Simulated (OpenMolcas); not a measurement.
Ru2+: the spin-orbit constant, worked from levels

* Program: OpenMolcas
* Basis: ANO-RCC-VTZP [7s6p4d2f1g]
* Scalar Hamiltonian: DKH2, point nucleus
* Active space: 12 electrons in 8 orbitals (RAS1 4p, at most 2 holes; RAS2 4d)
* State averaging: 2S+1 = 5 even, 5 roots; 2S+1 = 3 even, 45 roots; 2S+1 = 1 even, 49 roots
* Spin-orbit coupling: RASSI with atomic mean-field integrals over the reference wave functions, term energies averaged over their components

Methods: RASSCF; MS-RASPT2, IPEA 0.25 Eh, imaginary shift 0.1 Eh (closed shells correlated: 4s). Measured levels: Moore, Atomic Energy Levels, vol. III, NSRDS-NBS 35 (1971 reprint of NBS Circular 467, 1958).

**The spin-orbit constant.** For the Hund term ⁵D of d6, E(J) = (A/2) J(J+1) + constant and ζ = -2S·A = -4A. From J = 0 to J = 4 the energy changes by 10 A.

```csv
Source,E(4) - E(0),A,ζ
RASSCF,-2514.7,-251.5,1006
MS-RASPT2,-2527.1,-252.7,1011
measured,-2476.0,-247.6,990
```

All in cm-1. MS-RASPT2 is off by +2.1 % and RASSCF by +1.6 %. Both methods take the spin-orbit matrix elements from the reference wave functions, so the second can move ζ only through the term energies and any multistate remixing. Second-order mixing with other terms is absorbed into this ζ.

CASPT2 breaks the degeneracy within a term, and the mean is taken; among the terms shown or strongly mixed into the levels shown the widest spread is 23 cm-1 (4d⁶ ⁵D, MS-RASPT2). Active for correlation alone: 4p; no level in the range computed is led by a configuration that opens it, so any true level of that kind is missing. Without dynamic correlation excited terms often stand tens of per cent too high (terms of higher spin than the ground term too low), and those without a measured partner can miss by more than the paired ones (holds for RASSCF). Computed and measured levels are paired by configuration, term and J; levels that our copy of the source lacks, or whose pairing is in doubt (as where it misses far off the trend of its configuration), stay unpaired and out of the deviations. Levels of configurations outside the active space are missing.
